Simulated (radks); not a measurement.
Species: the gold ion Au4+. Configuration: [Xe] 4f14 5d7.

Method: Dirac Kohn-Sham, BLYP, spin-unpolarised, spherical densities, point nucleus; open shells fill j = l - 1/2 first; computed with a radial shooting solver on a logarithmic mesh with Libxc functionals.

Energy parts (eV):
total: -518243.59
kinetic: 595680.56
electron-nucleus: -1301722.90
Hartree: 197725.09
exchange-correlation: -9926.34

Orbitals (lengths in bohr, moments of r in powers of bohr; <r^-3> diverges for s and p1/2):
orbital	occ.	eigenvalue (eV)	<r^4>	<r^-3>
1s1/2	2	-80716.85	4.244e-07	-
2s1/2	2	-14273.42	0.00006182	-
2p1/2	2	-13687.99	0.00003676	-
2p3/2	4	-11851.55	0.00005697	20520
3s1/2	2	-3408.393	0.002249	-
3p1/2	2	-3145.592	0.001962	-
3p3/2	4	-2740.342	0.002710	4769
3d3/2	4	-2304.737	0.001798	832.9
3d5/2	6	-2217.649	0.001981	690.8
4s1/2	2	-780.5114	0.05060	-
4p1/2	2	-668.5058	0.05406	-
4p3/2	4	-571.2712	0.07405	1147
4d3/2	4	-388.2217	0.08864	179.6
4d5/2	6	-370.1179	0.09752	145.6
4f5/2	6	-135.3210	0.1790	30.32
4f7/2	8	-131.5025	0.1895	28.80
5s1/2	2	-159.8070	1.307	-
5p1/2	2	-123.1436	1.822	-
5p3/2	4	-106.0929	2.590	198.6
5d3/2	4	-55.8036	7.485	20.15
5d5/2	3	-53.8184	8.375	16.05

The highest occupied level is 5d5/2 at -53.818 eV. Summed over all electrons, <r^2> = 33.78 bohr^2, which gives a Langevin (diamagnetic) susceptibility term of -26.8 x 10^-6 cm^3/mol. The density falls to 0.001 e/bohr^3 at r = 3.12 bohr. For comparison, the ionisation energy in NIST's Atomic Spectra Database is 60 eV (theoretical). In exact Kohn-Sham theory the highest level is minus the ionisation energy, but local and semilocal functionals leave it too shallow, through self-interaction and a potential that decays too fast; potentials with the right tail come closer.

Beside tabulated values, note that spin-unpolarised runs miss the spin-polarisation part of the exchange energy of open shells.
